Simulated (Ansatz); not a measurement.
Computed with Ansatz on PBE0-D4/def2-TZVP structures; ΔE is electronic, products minus reactants. CCSD(T)/CBS adds triple-zeta CCSD(T) − MP2 to the extrapolated MP2 energy (def2 sets, frozen cores). DFT in def2-TZVPP. One conformer a species, not always the lowest.

Reaction (formal exchange of groups at a B–O bond): `NBOC[SiH2]F` + `CN(C)C` → `CN(C)BN` + `COC[SiH2]F`

```json
{"level": "PBE0", "ΔE (kJ/mol)": "43.3"}
{"level": "CCSD/def2-TZVPP", "ΔE (kJ/mol)": "50.5"}
```

(1) What does CCSD(T)/CBS give? (Estimate.)

Largest T1 diagnostic among the species: 0.012.

Results:

(1) The calculation gave: +49.8 kJ/mol. The listed levels differ from it by -6.5, 0.7 kJ/mol.

From PBE to PBE0 (25 % exact exchange), in def2-TZVPP and without D4, ΔE moves by +3.1 kJ/mol.
